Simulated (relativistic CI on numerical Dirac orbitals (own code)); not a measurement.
## Cu4+ in a cubic cluster: 2p photoemission with charge transfer

Computed with a charge-transfer multiplet model of a cubic metal-ligand cluster with up to 2 ligand holes, Slater and spin-orbit integrals from Dirac-Coulomb-Breit ions, Slater integrals scaled by 0.8. The parameters are those of a tetrahedral site (10Dq negative, t2 hopping the larger). The ground state mixes d7 with configurations of k ligand holes L, whose averages lie at kΔ + k(k − 1)U_dd/2; a core hole lowers each added d electron by U_cd. 20 K, Lorentzian 0.6 eV and Gaussian 0.8 eV FWHM.

Atomic integrals in eV (Slater integrals scaled, ζ unscaled), ground: F2dd 11.838, F4dd 7.422, zeta_d 0.120; with the core hole: F2dd 13.125, F4dd 8.265, zeta_d 0.162, zeta_core 13.365, F2cd 8.072, G1cd 6.340, G3cd 3.612.

Cluster parameters (eV): Δ = 0.2, U_dd = 8.7, U_cd = 11.2, 10Dq = -0.15, 10Dq(ligand) = 0, final-state hopping factor = 1.

```tsv
Case	n_d	d7	d8L	d9L2	S
V(eg) = 0.22 eV, V(t2g) = -0.38 eV	7.08	0.92	0.08	0.00	1.50
V(eg) = 0.52 eV, V(t2g) = -0.89 eV	7.25	0.75	0.25	0.00	1.50
V(eg) = 0.82 eV, V(t2g) = -1.4 eV	7.37	0.64	0.35	0.01	1.50
V(eg) = 1.12 eV, V(t2g) = -1.91 eV	7.46	0.57	0.41	0.03	1.50
V(eg) = 1.42 eV, V(t2g) = -2.42 eV	7.52	0.52	0.44	0.04	1.50
```

Weights, n_d and S are thermal averages at 20 K. Binding energies count from the first peak over 30 % of the highest in each spectrum, which can be another peak from case to case. The parameters are a model scan and need not match a compound or its usual spin state. Peaks in eV (height, largest 100):
- V(eg) = 0.22 eV, V(t2g) = -0.38 eV: -9.1 (12), -7.4 (10), -6.1 (13), -2.6 (10), 0.0 (100), 2.3 (99), 6.7 (37), 8.8 (17), 14.8 (12), 23.6 (78), 26.8 (15)
- V(eg) = 0.52 eV, V(t2g) = -0.89 eV: 0.0 (61), 3.7 (51), 7.6 (28), 10.1 (94), 12.4 (100), 16.8 (38), 18.8 (20), 22.5 (32), 25.4 (35), 27.4 (14), 33.7 (77), 36.8 (16)
- V(eg) = 0.82 eV, V(t2g) = -1.4 eV: 0.0 (100), 4.4 (58), 6.6 (43), 9.0 (31), 11.4 (54), 13.7 (62), 18.0 (25), 21.1 (44), 22.3 (42), 26.9 (39), 28.7 (22), 35.0 (48), 38.0 (12)
- V(eg) = 1.12 eV, V(t2g) = -1.91 eV: 0.0 (100), 4.9 (29), 8.3 (35), 10.7 (24), 12.0 (22), 12.9 (22), 15.3 (28), 16.0 (27), 21.3 (50), 28.5 (28), 30.1 (20), 36.7 (22), 39.4 (6)
- V(eg) = 1.42 eV, V(t2g) = -2.42 eV: 0.0 (100), 5.2 (19), 10.0 (29), 12.3 (19), 14.8 (9), 17.9 (16), 21.1 (53), 30.1 (22), 31.5 (17), 38.7 (12)

Curve for V(eg) = 0.82 eV, V(t2g) = -1.4 eV (points under 2 left out, the grid thinned):

| E (eV) | Intensity |
| --- | --- |
| -3.5 | 2.1 |
| -2.5 | 3.8 |
| -1.5 | 10.7 |
| -0.5 | 73.1 |
| 0.5 | 76.4 |
| 1.5 | 39.9 |
| 2.5 | 28.3 |
| 3.5 | 32.7 |
| 4.5 | 58.2 |
| 5.5 | 35.4 |
| 6.5 | 42.5 |
| 7.5 | 31.5 |
| 8.5 | 27.8 |
| 9.5 | 29.3 |
| 10.5 | 31.8 |
| 11.5 | 52.5 |
| 12.5 | 37.2 |
| 13.5 | 60.9 |
| 14.5 | 51.3 |
| 15.5 | 25.8 |
| 16.5 | 13.8 |
| 17.5 | 21.7 |
| 18.5 | 20.7 |
| 19.4 | 15.5 |
| 20.4 | 32.0 |
| 21.4 | 43.4 |
| 22.4 | 41.8 |
| 23.4 | 21.6 |
| 24.4 | 9.8 |
| 25.4 | 9.7 |
| 26.4 | 28.0 |
| 27.4 | 27.6 |
| 28.4 | 21.2 |
| 29.4 | 15.5 |
| 30.4 | 7.7 |
| 31.4 | 3.1 |
| 32.4 | 4.3 |
| 33.4 | 19.2 |
| 34.4 | 40.6 |
| 35.4 | 43.2 |
| 36.4 | 22.7 |
| 37.4 | 9.9 |
| 38.4 | 9.4 |
| 39.4 | 3.8 |
| 40.4 | 2.0 |

For the case V(eg) = 0.82 eV, V(t2g) = -1.4 eV, Δ = 0.2 eV is smaller than U_dd = 8.7 eV, the charge-transfer side of the Zaanen-Sawatzky-Allen scheme. With the core hole the average of the configuration with one ligand hole lies at Δ − U_cd = -11.0 eV before mixing: it lies below the unscreened one, so the lowest final states are mostly screened and the unscreened weight appears at higher binding energy as a satellite.

With at most 2 ligand holes the space is cut while the next configuration still counts, so covalency is underestimated, and a final configuration with one more ligand hole, which can lie low, is missing from the spectra.
